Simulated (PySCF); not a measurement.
# What a mistake does to a calculation on Al2CH6N

All numbers below are calculated, not measured. They come from PySCF 2.14.0, an open-source quantum chemistry program, on an isolated molecule that a program drew, which may never have been made. The molecule is Al2CH6N (charge 0, doublet), drawn as the SMILES string `[CH2][N]([AlH2])[AlH2]`.

Each row is a Hartree-Fock (HF) and frozen-core CCSD(T) single point in the cc-pV(D+d)Z basis, meant for a local HF minimum. Run 1 is clean. Each other run has one planted mistake out of seven kinds, and not every kind appears here: one electron removed, one electron added, multiplicity raised by two, geometry at a saddle point, minimal basis STO-3G, one bond length entered in bohr, all coordinates scaled. The reference is restricted for singlets and unrestricted otherwise, and also for a bond in bohr. Adding or removing an electron swaps singlet and doublet. Electrons count all cores. HOMO and LUMO are orbital energies over both spins, the gradient is its largest component, and the lowest frequency (negative if imaginary) is given only where the gradient is small. Bond lengths are over the 9 bonds as drawn. T1 is the CCSD diagnostic: over 0.02 (restricted) or 0.045 (unrestricted) a single reference is doubtful.

Geometry of the clean run:
```xyz
10
Al2CH6N, angstrom
C    -2.2307    1.3766    1.9599
N    -1.1131    1.6363    1.1376
Al    0.5212    1.7298    1.8954
Al   -1.3676    1.8405   -0.6366
H    -3.2289    1.4624    1.5472
H    -2.1174    1.3962    3.0373
H     0.6355    1.5741    3.4610
H     1.7669    1.9693    0.9627
H    -2.8402    1.7779   -1.1987
H    -0.1077    2.0790   -1.5502
```

| run | electrons | basis functions | <S^2> | HOMO (eV) | LUMO (eV) | gradient (hartree/bohr) | lowest frequency (cm^-1) | mean bond (Å) | longest bond (Å) | T1 | HF (hartree) | CCSD(T) (hartree) | mistake |
|---|---|---|---|---|---|---|---|---|---|---|---|---|---|
| 1 | 45 | 104 | 0.763 | -7.72 | 1.56 | 4.0e-05 | 178 | 1.4989 | 1.804 | 0.0192 | -579.64998 | -580.13702 | no fault |
| 2 | 45 | 104 | 0.761 | -7.35 | 1.80 | 1.1e-01 | - | 1.3535 | 1.629 | 0.0172 | -579.54168 | -580.01760 | all coordinates scaled |
| 3 | 45 | 104 | 0.764 | -7.59 | 1.56 | 1.5e-05 | -293 | 1.4983 | 1.804 | 0.0195 | -579.64987 | -580.13722 | geometry at a saddle point |
| 4 | 45 | 104 | 3.767 | -5.07 | -3.20 | 5.4e-02 | - | 1.4989 | 1.804 | 0.0694 | -579.42963 | -579.91836 | multiplicity raised by two |
| 5 | 45 | 104 | 1.560 | -7.80 | 1.15 | 1.2e-02 | - | 1.6549 | 2.981 | 0.0563 | -579.54875 | -580.02768 | ? |
| 6 | 46 | 104 | 0.000 | 0.45 | 5.64 | 3.8e-02 | - | 1.4989 | 1.804 | 0.0299 | -579.57259 | -580.12507 | ? |

**Which mistake was planted in run 5, and what did it cost?**

The mean bond changes by a factor of 1.104 and the longest by 1.652, so the molecule wasn't scaled as a whole. A length L in bohr read as angstrom grows by (1/0.5292 - 1) L = 0.890 L. The 9 bonds together grew by 9 x 0.1560 = 1.404 Å, which gives L = 1.578 Å. That is the length of one of the Al-H bonds, 1.577 Å in the clean geometry. So the mistake is: one bond length entered in bohr. Subtracting run 1 and multiplying by 627.51 kcal/mol a hartree, the energy moved by 63.5 kcal/mol in HF and 68.6 kcal/mol in CCSD(T).

**Which mistake was planted in run 6, and what did it cost?**

It counts 46 electrons, one more than the clean run, at the same geometry and basis. So the mistake is: one electron added. Subtracting run 1 and multiplying by 627.51 kcal/mol a hartree, the energy moved by 48.6 kcal/mol in HF and 7.5 kcal/mol in CCSD(T).

Cautions from the logs. Run 4: T1 is over the limit, so its CCSD(T) energy is less reliable; run 5: T1 is over the limit, so its CCSD(T) energy is less reliable; run 6: T1 is over the limit, so its CCSD(T) energy is less reliable and the HOMO is above zero, so the electron isn't bound and the energy depends on the basis.
